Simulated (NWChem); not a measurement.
System: CH$_{4}$BClO; SMILES CB(O)Cl

```xyz
8

B      0.0860    -0.4361    -0.0012
Cl    -0.0851     1.3460    -0.0001
C     -1.1810    -1.3480    -0.0003
H     -1.7908    -1.1523     0.8968
H     -0.9194    -2.4151    -0.0254
H     -1.8247    -1.1161    -0.8638
O      1.3274    -0.9557     0.0000
H      2.0192    -0.2840     0.0017
```
Atoms are numbered in this order, from 1.

All runs: NWChem. Coordinates come from a PBE0/def2-SVP optimisation.

**Question.** What does the run give for Hartree-Fock/def2-SVPD? Quantities: highest occupied level (eV); orbital gap (eV); dipole (D).

**Answer.** 
```
Item                         Result
---------------------------  ------
highest occupied level (eV)  -12.38
orbital gap (eV)              14.01
dipole (D)                     0.55
```
